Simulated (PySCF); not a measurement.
## TDDFT excited states: C5H4F3NS

C₅H₄F₃NS.
Geometry (GFN2-xTB, Å), atoms numbered from 1 in this order:
```
atom  x, y, z in Å
C1    -2.5694    0.0833    0.2641
C2    -1.1611   -0.3053    0.0152
C3    -0.0538    0.4922   -0.1010
C4     1.0873   -0.2995   -0.3373
C5     2.4773    0.2288   -0.5165
F6     2.9985   -0.0845   -1.7114
F7     2.5128    1.5688   -0.4260
F8     3.3288   -0.2363    0.4089
N9     0.8911   -1.5948   -0.4004
S10   -0.6722   -1.9518   -0.1808
H11   -2.9367   -0.3792    1.1792
H12   -3.2066   -0.2481   -0.5545
H13   -2.6506    1.1630    0.3581
H14   -0.0459    1.5629   -0.0247
```

Method used: PySCF, TDDFT PBE0/def2-SVPD, vertical, gas phase, core orbitals frozen in the response.

| state | E (eV) | E (kJ/mol) | λ (nm) | f | \|μ\| (D) | symmetry | main configurations (H = HOMO, L = LUMO) |
| --- | --- | --- | --- | --- | --- | --- | --- |
| S1 | 5.52 | 533 | 224.6 | 0.0031 | 0.39 | A″ | H-2→L (98%) |
| S2 | 5.73 | 553 | 216.2 | 0.100 | 2.15 | A′ | H-1→L (64%), H→L (28%) |
| S3 | 5.77 | 557 | 214.9 | 0.103 | 2.17 | A′ | H→L (66%), H-1→L (25%) |
| S4 | 6.22 | 600 | 199.4 | 0.0000 | 0.03 | – | H→L+1 (84%), H-1→L+1 (12%) |
| S5 | 6.50 | 627 | 190.8 | 0.0000 | 0.01 | – | H-1→L+1 (84%), H→L+1 (12%) |
| S6 | 7.14 | 689 | 173.5 | 0.0059 | 0.47 | A′ | H-2→L+1 (90%) |

Triplets, Tamm–Dancoff:

```tsv
state	E (eV)	λ (nm)	main configurations (H = HOMO, L = LUMO)
T1	3.82	324.6	H→L (93%)
T2	4.39	282.4	H-1→L (96%)
```

The lowest singlet comes at 225 nm (533 kJ/mol) in the ultraviolet; it is very weak; its leading configuration is HOMO-2→LUMO (98%). The largest oscillator strength of a single state is 0.103. Löwdin shares by element: HOMO carbon 36% or more, nitrogen 23%, sulfur 19% (atoms not listed hold the other 21%); LUMO carbon 34% or more, sulfur 23%, nitrogen 23% (atoms not listed hold the other 20%). The oscillator strengths of these states sum to 0.212; summed over the whole spectrum of an exact calculation they would give the number of electrons, 84 (Thomas–Reiche–Kuhn). Orbital energies (eV): HOMO-3 -10.52, HOMO-2 -8.91, HOMO-1 -8.24, HOMO -8.06, LUMO -1.62, LUMO+1 -0.27, LUMO+2 0.35. The listed states span 1.62 eV, and the widest gap between neighbours is 0.65 eV (S5 to S6). Symmetry labels in Cs follow from the direction of the transition dipole and are given only for states with f of 0.002 or more. Only the lowest 6 singlets were computed, as vertical energies without vibronic structure.
